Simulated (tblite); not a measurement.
C5H10F2OSi.
Z-matrix (Å and degrees, GFN2-xTB geometry), rows numbered from 1:
```
C 
C   1  1.4995
O   2  1.2113  1  121.41
C   2  1.5102  1  118.21  3   178.80
C   4  1.5277  2  113.84  1    37.27
C   4  1.5290  2  108.86  1   163.22
Si  6  1.8995  4  111.83  2    44.04
F   7  1.6198  6  103.71  4   141.52
F   7  1.6054  6  109.45  4    37.63
H   1  1.0870  2  109.77  3   -10.33
H   1  1.0868  2  110.58  3  -131.90
H   1  1.0886  2  109.27  3   109.07
H   4  1.0987  2  104.62  1   -81.22
H   5  1.0881  4  110.48  2    58.63
H   5  1.0874  4  109.43  2   177.35
H   5  1.0867  4  111.90  2   -62.93
H   6  1.0909  4  108.68  2   -77.49
H   6  1.0900  4  109.44  2   166.29
H   7  1.4370  6  124.29  4  -101.26
```

Computed values, GFN2-xTB/tblite, gas phase, harmonic and unscaled. Against measured fundamentals such values can be off by several per cent, at times by over 20. Modes of hydrogen on silicon can be 10 to 20 % off. One conformer, not necessarily the lowest.

Harmonic wavenumbers (cm⁻¹): 51.8, 78.4, 116.8, 130.5, 159.1, 187.4, 220.6, 229.2, 274.3, 294.7, 318.8, 364.0, 442.8, 551.6, 573.1, 603.4, 729.0, 752.9, 770.6, 795.4, 823.6, 851.3, 951.7, 963.9, 996.4, 1024.0, 1084.9, 1124.3, 1156.2, 1196.6, 1240.9, 1287.9, 1304.6, 1364.4, 1412.2, 1443.7, 1452.2, 1477.3, 1499.5, 1506.6, 1730.8, 2485.2, 2896.2, 2986.7, 3003.2, 3022.7, 3031.5, 3039.9, 3043.5, 3048.2, 3056.0.

A = 2432, B = 900.5, C = 741.1 MHz; mass 152.047 u (most abundant isotopes); point group C1, symmetry number 1.

Task: What is the zero-point energy?

Result: ½Σν̃ = 31575 cm⁻¹ = 90.28 kcal/mol.

Task: Give the ideal-gas entropy at 200 K and 1 bar in the rigid-rotor, harmonic-oscillator model (classical rotation).

Result: Translation 39.01, rotation 28.48, vibration 21.79: S = 89.3 cal/(mol K).

Task: And Cp and H(200 K) − H(0)?

Result: Cp = 32.11 cal/(mol K), of which vibrations give 24.16 (their classical limit is 51 R = 101.3); H(200 K) − H(0) = 4.05 kcal/mol without the zero-point energy, 2.46 from vibrations.

Task: Blend soft modes into free rotors: weight 1/[1 + (100 cm⁻¹/ν̃)⁴] for the oscillator and the rest for a rotor with moment μB/(μ + B), μ = h/(8π²ν), B = 10⁻⁴⁴ kg m². What vibrational entropy results?

Result: 20.74 cal/(mol K) in place of 21.79, which changes −T·S at 200 K by +0.21 kcal/mol.

Task: Which modes carry the vibrational entropy at 200 K?

Result: 51.8 cm⁻¹: 3.96; 78.4 cm⁻¹: 3.15; 116.8 cm⁻¹: 2.39; 130.5 cm⁻¹: 2.18; 159.1 cm⁻¹: 1.82; 187.4 cm⁻¹: 1.54 cal/(mol K); the other 45 give 6.74 together.

Task: How do the functions run with temperature in this model?

Result: 
```
 T (K)  S (cal/(mol K))  Cp (cal/(mol K))  H − H(0) (kcal/mol)  G − H(0) (kcal/mol)  ln q(vib)
   150             80.8              26.9                 2.57                -9.55       3.22
   250             97.0              37.2                 5.78               -18.47       6.31
298.15            104.0              42.1                 7.69               -23.30       7.77
   400            117.7              51.7                12.48               -34.60      10.80
   600            141.7              66.4                24.39               -60.60      16.47
   900            171.5              80.5                46.60              -107.73      24.26
```

q(vib) and H(0) count from the zero-point level.

Task: What must be added to the electronic energy to get the Gibbs energy at 200 K and 1 bar?

Result: ZPE + [H(200 K) − H(0)] − T·S = 90.28 + 4.05 − 17.86 = 76.47 kcal/mol.

Hindered rotation and anharmonicity are outside this model. Other conformers, if any are populated, would add a mixing term that is left out. The structure is chiral; the term R ln 2 for an equal mix with its mirror image is left out.

Time: 0.75 s wall. Hardware: an Arm Neoverse V1 with one thread, shared host. The figure is for the frequency step alone.
